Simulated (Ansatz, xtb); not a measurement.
Relative energy of two isomers of C6H7FO

We compare I, `C/C=C(F)/C=C\C=O`, a singlet, with II, `C/C=C(F)\C=C\C=O`, a singlet. Both are isolated molecules in the gas phase, relaxed with PBE0-D3(BJ)/def2-SVP, each in the lowest conformer that the search found.

Question: Estimate which is lower in electronic energy at CCSD(T)/def2-SVP + ΔMP2/def2-TZVPP, and by roughly how much.

Answer: The CCSD(T)/def2-SVP + ΔMP2/def2-TZVPP calculation puts structure II lower, by 0.071 eV.

The same difference at several levels:

```tsv
level	geometry	E(II) − E(I) (eV)	departure from the last row (eV)	job, with rough time for the two
GFN2-xTB	GFN2-xTB	−0.094	−0.023	optimisation, 0.15 s
HF/STO-3G	GFN2-xTB	−0.016	+0.055	single point, 0.62 s
r2SCAN-D4/def2-SVP	GFN2-xTB	−0.049	+0.022	single point, 7.5 s
PBE0-D3(BJ)/def2-SVP	PBE0-D3(BJ)/def2-SVP	−0.051	+0.020	optimisation, 59 s
HF/def2-SVP	PBE0-D3(BJ)/def2-SVP	−0.045	+0.026	part of the CCSD(T) run
MP2/def2-SVP	PBE0-D3(BJ)/def2-SVP	−0.056	+0.015	part of the CCSD(T) run
CCSD(T)/def2-SVP	PBE0-D3(BJ)/def2-SVP	−0.044	+0.027	single point
CCSD(T)/def2-SVP + ΔMP2/def2-TZVPP	PBE0-D3(BJ)/def2-SVP	−0.071		single point, 3.6 min
```

As drawn, both hold the same kinds of bond in the same numbers.

HF/STO-3G finds them nearly level. The largest departure from CCSD(T)/def2-SVP + ΔMP2/def2-TZVPP is that of HF/STO-3G, 0.055 eV. The last row adds to CCSD(T) the change of the MP2 difference between the two basis sets, here −0.027 eV.

With thermal terms from frequencies at re-optimised GFN2-xTB minima (ideal gas, soft modes damped towards free rotors, one conformer each, 298.15 K, 1 atm): the zero-point term adds −0.011 eV; ΔH is −0.080 and ΔG −0.090 eV.

The correlated steps freeze 8 core orbitals. Codes used: Ansatz 0.2.0, xtb 6.7.1; the last row on 2 threads of Arm Neoverse V1 on a shared host.
